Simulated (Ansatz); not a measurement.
Born–Oppenheimer molecular dynamics of Cl$_{2}$H$_{6}$NO$_{3}$Ta (13 atoms, charge 0, multiplicity 1). It starts at the highest image of a converged band, a first-order saddle point between two minima.

Computed with RKS PBE/def2-SVP in Ansatz.

```
ensemble                      : NVE (velocity Verlet)
time step                     : 0.5 fs
steps asked                   : 200
starting velocities drawn for : 300 K
seed                          : 2770
```

First frame:

```xyz
13
Properties=species:S:1:pos:R:3
Ta -0.498 0.679 -0.127
N 2.380 -0.362 0.136
H 2.896 -1.218 0.379
H 2.167 -0.424 -0.872
O 0.114 0.431 1.663
H 1.025 0.040 1.615
O 0.142 0.173 -1.892
H -0.162 -0.718 -2.160
Cl -2.571 1.706 -0.109
O -1.148 -1.173 -0.162
H -1.376 -1.625 0.672
Cl 0.837 2.640 -0.422
H 3.041 0.423 0.222
```

What does the run give?

The run went to its last step.

- steps done: 200
- time covered: 100 fs
- mean temperature over the second half: 399 K
- spread of the potential energy over the second half: 5.4 meV per atom
- mean potential energy of the second half above the start: -10.7 meV per atom

The conserved energy stayed within 0.27 meV per atom of its start (net change 0.13 meV per atom), so the integration is sound. The kinetic energy rose, since the run started high on the potential surface and went downhill. A run of 0.1 ps of so small a system gives no equilibrium averages. The orbitals stay closed-shell, which can raise the energy where a bond breaks towards radicals; this wasn't checked here.

What happens to the structure?

Between its relaxed ends the band would break Ta1–N2. These pairs go: Ta1–N2 3.07 → 2.20 Å. In the last frame they stand as before the step (other bonds may differ from the relaxed reactants and products). Also parted: Ta1–H6 2.40 → 2.84 Å, Ta1–H8 2.49 → 2.79 Å. It ends as one piece, Cl2H6NO3Ta. Pairs count as bonded within 1.25 times the sum of covalent radii (0.12 Å more for H–H). Another seed would give other details.

How do temperature and energy run in time?


| time (fs) | T (K) | potential energy less start (eV) | conserved less start (meV/atom) |
| --- | --- | --- | --- |
| 0 | 300 | 0.000 | 0.00 |
| 8 | 142 | 0.227 | 0.17 |
| 16 | 95 | 0.295 | 0.23 |
| 24 | 188 | 0.160 | 0.08 |
| 32 | 238 | 0.089 | 0.08 |
| 40 | 199 | 0.146 | 0.16 |
| 48 | 273 | 0.040 | 0.16 |
| 56 | 312 | -0.014 | 0.20 |
| 64 | 401 | -0.142 | 0.14 |
| 72 | 474 | -0.247 | 0.05 |
| 80 | 449 | -0.210 | 0.12 |
| 88 | 376 | -0.104 | 0.25 |
| 96 | 391 | -0.128 | 0.14 |

The run took 9.5 min on 4 threads of Arm Neoverse V2, with other jobs on the host, peak memory 0.24 GiB.
